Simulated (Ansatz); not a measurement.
Input file for GeH$_{10}$Si$_{3}$ (`[SiH3][SiH2][SiH2][GeH3]`):

```yaml
crystal:
  periodic: [false, false, false]
  atoms:
    - {symbol: Si, position_ang: [-0.181312, 2.338641, 0.254410]}
    - {symbol: Si, position_ang: [0.579839, 0.481967, 1.454811]}
    - {symbol: Si, position_ang: [-0.391562, -1.461196, 0.593998]}
    - {symbol: Ge, position_ang: [0.039000, -1.609903, -1.742543]}
    - {symbol: H, position_ang: [-1.664800, 2.420455, 0.334402]}
    - {symbol: H, position_ang: [0.397364, 3.601186, 0.787498]}
    - {symbol: H, position_ang: [0.207859, 2.200443, -1.174898]}
    - {symbol: H, position_ang: [0.254384, 0.639236, 2.900480]}
    - {symbol: H, position_ang: [2.060544, 0.383293, 1.317943]}
    - {symbol: H, position_ang: [-1.864387, -1.417828, 0.813041]}
    - {symbol: H, position_ang: [0.145888, -2.670080, 1.278720]}
    - {symbol: H, position_ang: [-0.651811, -0.451307, -2.481128]}
    - {symbol: H, position_ang: [-0.481347, -2.935888, -2.322638]}
    - {symbol: H, position_ang: [1.550340, -1.519029, -2.014076]}
basis:
  gaussian: {orbitals: def2-SVP}
correlation: {method: ccsd_t}
```

```sh
$ ansatz run in.yaml --threads 8 --pin off --events-out ev --progress --plain --max-ram 18278MiB
```

Output of Ansatz, abridged:

```
Functional definition: HF
1333 factors; integrals over basis functions are off by at most 1.4e-3 eV
mean field evaluation 1: about -80201.9951 eV, gradient 1.8e1 eV
mean field evaluation 2: about -80201.9962 eV, gradient 1.8e1 eV
mean field evaluation 4: about -80203.8010 eV, gradient 2.5e0 eV
mean field evaluation 8: about -80203.8153 eV, gradient 5.9e-5 eV
mean field -80203.81534573 eV, -2947.4358498570 hartree, gradient 2.9e-6 eV, S^2 0.000000; 0 other end points of the search recorded, 0 dependent functions left out
24 core orbitals not correlated: weight in the atoms' cores, before any rotation towards them, 1.000 or more for the frozen orbitals, at most 0.000 for the correlated occupied ones
reference -80203.81534573 eV, -2947.4358498570 hartree; 18, 18 occupied and 94, 94 virtual orbitals, 1333 factors
second order -14.85226595 eV of doubles, -0.00000000 eV of singles
cycle   1  -16.14826316 eV  change    -1.3e0 eV  update   1.1e-1
cycle   2  -16.85817027 eV  change   -7.1e-1 eV  update   3.5e-2
cycle   3  -16.90983606 eV  change   -5.2e-2 eV  update   1.3e-2
cycle   4  -16.90715918 eV  change    2.7e-3 eV  update   3.6e-3
cycle   5  -16.90586826 eV  change    1.3e-3 eV  update   8.2e-4
cycle   6  -16.90526716 eV  change    6.0e-4 eV  update   2.5e-4
cycle   7  -16.90522030 eV  change    4.7e-5 eV  update   6.0e-5
cycle   8  -16.90523670 eV  change   -1.6e-5 eV  update   1.7e-5
perturbative correction -0.47861259 eV, -0.0175886884 hartree
Total energy: -80221.19919502 eV, -2948.0746945352 hartree
```

Run time 7 s (8 threads of an Arm Neoverse V1 on a shared host); peak host memory 0.8 GiB.

Correlation energy per correlated electron: -0.483 eV. T1 diagnostic: 0.0115.
